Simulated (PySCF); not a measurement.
Species: meta-chlorobenzaldehyde, C₇H₅ClO.
Bonds: O1–C2 (double), C2–C3, C3–C4 (aromatic), C4–C5 (aromatic), C5–C6 (aromatic), C6–C7 (aromatic), C7–Cl8, C7–C9 (aromatic), C3–C9 (aromatic). Hydrogens: H10 on C2; H11 on C4; H12 on C5; H13 on C6; H14 on C9.

The same species was optimised twice, with GFN2-xTB and with PBE0-D3(BJ)/def2-SVP (PySCF), and the same property calculations (PySCF, gas phase) were run on both structures.

| coordinate | GFN2-xTB | PBE0-D3(BJ)/def2-SVP | change |
| --- | --- | --- | --- |
| C2–C3 (Å) | 1.471 | 1.482 | +0.011 |
| C5–C6 (Å) | 1.386 | 1.396 | +0.010 |
| C7–C9 (Å) | 1.383 | 1.392 | +0.009 |
| C4–C5 (Å) | 1.381 | 1.389 | +0.008 |
| C6–C7 (Å) | 1.388 | 1.395 | +0.007 |
| C3–C4 (Å) | 1.395 | 1.400 | +0.005 |
| C3–C9 (Å) | 1.393 | 1.397 | +0.004 |
| C7–Cl8 (Å) | 1.728 | 1.731 | +0.003 |
| O1=C2 (Å) | 1.203 | 1.204 | +0.001 |
| C2–C3–C9 (°) | 120.3 | 119.5 | -0.8 |
| O1–C2–C3 (°) | 125.0 | 124.4 | -0.6 |
| C3–C4–C5 (°) | 120.1 | 119.6 | -0.5 |
| C4–C3–C9 (°) | 120.0 | 120.4 | +0.4 |
| C2–C3–C4 (°) | 119.7 | 120.1 | +0.4 |
| C6–C7–C9 (°) | 120.9 | 120.6 | -0.3 |
| C6–C7–Cl8 (°) | 119.5 | 119.7 | +0.2 |
| C4–C5–C6 (°) | 120.2 | 120.4 | +0.2 |
| O1–C2–C3–C4 (°) | 0 | 0 | 0 |

Rotational constants: A = 3236, B = 816.4, C = 651.9 MHz (GFN2-xTB) against A = 3187, B = 811.9, C = 647.1 MHz (PBE0-D3(BJ)/def2-SVP). Point groups within 0.08 Å: Cs and Cs.

On the GFN2-xTB structure: HOMO (eV) -7.62 [PBE0/pcSseg-1]; LUMO (eV) -2.19 [PBE0/pcSseg-1]; dipole (D) 1.92 [PBE0/pcSseg-1]; GIAO shielding of O1 (ppm) -335.4 [PBE0/pcSseg-1]; GIAO shielding of C2 (ppm) -8.1 [PBE0/pcSseg-1]; GIAO shielding of C3 (ppm) 44.8 [PBE0/pcSseg-1]; GIAO shielding of C4 (ppm) 55.0 [PBE0/pcSseg-1]; GIAO shielding of C5 (ppm) 51.2 [PBE0/pcSseg-1]; GIAO shielding of C6 (ppm) 45.8 [PBE0/pcSseg-1]; GIAO shielding of C7 (ppm) 40.2 [PBE0/pcSseg-1]; GIAO shielding of Cl8 (ppm) 707.9 [PBE0/pcSseg-1].

**Question.** What do these properties become on the PBE0-D3(BJ)/def2-SVP structure?

**Answer.** 
```json
{"property": "HOMO (eV)", "level": "PBE0/pcSseg-1", "on GFN2-xTB": "-7.62", "on PBE0-D3(BJ)/def2-SVP": "-7.61", "change": "+0.01"}
{"property": "LUMO (eV)", "level": "PBE0/pcSseg-1", "on GFN2-xTB": "-2.19", "on PBE0-D3(BJ)/def2-SVP": "-2.18", "change": "+0.01"}
{"property": "dipole (D)", "level": "PBE0/pcSseg-1", "on GFN2-xTB": "1.92", "on PBE0-D3(BJ)/def2-SVP": "1.89", "change": "-0.03"}
{"property": "energy, GFN2-xTB geometry as zero (kcal/mol)", "level": "PBE0/pcSseg-1", "on GFN2-xTB": "0.0", "on PBE0-D3(BJ)/def2-SVP": "-0.2", "change": "-0.2"}
{"property": "GIAO shielding of O1 (ppm)", "level": "PBE0/pcSseg-1", "on GFN2-xTB": "-335.4", "on PBE0-D3(BJ)/def2-SVP": "-337.6", "change": "-2.2"}
{"property": "GIAO shielding of C2 (ppm)", "level": "PBE0/pcSseg-1", "on GFN2-xTB": "-8.1", "on PBE0-D3(BJ)/def2-SVP": "-8.8", "change": "-0.7"}
{"property": "GIAO shielding of C3 (ppm)", "level": "PBE0/pcSseg-1", "on GFN2-xTB": "44.8", "on PBE0-D3(BJ)/def2-SVP": "43.1", "change": "-1.7"}
{"property": "GIAO shielding of C4 (ppm)", "level": "PBE0/pcSseg-1", "on GFN2-xTB": "55.0", "on PBE0-D3(BJ)/def2-SVP": "53.8", "change": "-1.2"}
{"property": "GIAO shielding of C5 (ppm)", "level": "PBE0/pcSseg-1", "on GFN2-xTB": "51.2", "on PBE0-D3(BJ)/def2-SVP": "49.1", "change": "-2.1"}
{"property": "GIAO shielding of C6 (ppm)", "level": "PBE0/pcSseg-1", "on GFN2-xTB": "45.8", "on PBE0-D3(BJ)/def2-SVP": "43.7", "change": "-2.1"}
{"property": "GIAO shielding of C7 (ppm)", "level": "PBE0/pcSseg-1", "on GFN2-xTB": "40.2", "on PBE0-D3(BJ)/def2-SVP": "38.1", "change": "-2.1"}
{"property": "GIAO shielding of Cl8 (ppm)", "level": "PBE0/pcSseg-1", "on GFN2-xTB": "707.9", "on PBE0-D3(BJ)/def2-SVP": "704.0", "change": "-3.9"}
```

The heavy atoms differ by 0.011 Å rms after alignment. Among bonds between heavy atoms C2–C3 and C5–C6 change most and about equally (+0.010 to +0.011 Å). Changes are differences of the printed values. Neither structure is proved a minimum here.

Conformer computed: `[O:1]=[CH:2][c:3]1[cH:4][cH:5][cH:6][c:7]([Cl:8])[cH:9]1`: O1–C2–C3–C4 0°.
